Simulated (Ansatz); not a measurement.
`CC(C)=CBF`. Total charge 0; spin multiplicity 1. The geometry is a stationary point of PBE0-D4/def2-TZVP. It is one conformer, not always the lowest.

```xyz
14

C    -0.439   -1.347   -1.140
C    -0.085   -0.269   -0.169
C    -0.141   -0.688    1.263
C     0.251    0.968   -0.584
B     0.634    2.150    0.306
F     0.939    3.311   -0.273
H     0.247   -2.195   -1.035
H    -1.441   -1.738   -0.931
H    -0.407   -0.997   -2.171
H    -1.152   -1.028    1.514
H     0.519   -1.545    1.429
H     0.139    0.107    1.950
H     0.247    1.135   -1.662
H     0.691    2.136    1.505
```

(1) What is the dipole moment at PBE/def2-TZVPP? (An estimate is asked.)

(2) And with r2SCAN, B3LYP, ωB97M-V? (An estimate is asked.)

(3) Give the Mulliken charges with PBE, ωB97M-V, B3LYP in def2-TZVPP. (Estimate.)

## Answers

(1) The calculation gave: 2.83 D, with components (-0.78, -2.72, 0.07) D in this frame, pointing from negative to positive charge.

(2) The calculation gave: r2SCAN 2.93 D, B3LYP 2.88 D, ωB97M-V 2.81 D.

(3) Computed: 
```tsv
atom	PBE	ωB97M-V	B3LYP
C1	-0.21	-0.27	-0.22
C2	0.09	0.08	0.10
C3	-0.21	-0.28	-0.22
C4	-0.19	-0.22	-0.22
B5	0.20	0.20	0.24
F6	-0.21	-0.25	-0.25
H7	0.09	0.11	0.09
H8	0.09	0.11	0.09
H9	0.08	0.10	0.08
H10	0.08	0.11	0.09
H11	0.08	0.11	0.09
H12	0.09	0.10	0.09
H13	0.08	0.09	0.09
H14	-0.05	0.01	-0.03
```

B3LYP here is the variant with VWN-RPA as its local correlation; programs differ in this.
